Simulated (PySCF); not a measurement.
C₄H₂BrF, SMILES C#C/C(F)=C\Br. Atoms are numbered in the order given.

```xyz
8

C     -1.9731     2.0595     0.0000
C     -0.8183     1.6887     0.0000
C      0.5387     1.2652     0.0000
F      1.4440     2.2608     0.0000
C      0.9927     0.0000     0.0000
Br    -0.1286    -1.5031     0.0000
H     -2.9973     2.3832     0.0000
H      2.0640    -0.2039     0.0000
```
Charge 0, spin multiplicity 1.

Geometry: B3LYP-D3(BJ)/def2-SVP. The structure was generated by enumeration; whether it is a known compound was not checked.

Method: PBE/pcSseg-1 in PySCF.

GIAO shieldings, no solvent; atoms alike by connectivity are averaged. δ = σ(ref) − σ: ¹³C against TMS (σ = 182.0 ppm); ¹⁹F against CFCl3 (σ = 133.6 ppm); ¹H against TMS (σ = 31.49 ppm), references at their B3LYP-D3(BJ)/def2-TZVP geometries, non-relativistic (without spin–orbit terms, shifts of atoms bonded to Cl or Br come out too high).

Computed chemical shifts:
```csv
nucleus,atoms,count,δ (ppm)
¹³C,C3,1,154.8
¹³C,C5,1,124.8
¹³C,C1,1,96.2
¹³C,C2,1,79.5
¹⁹F,F4,1,-113.6
¹H,H8,1,6.63
¹H,H7,1,3.75
```
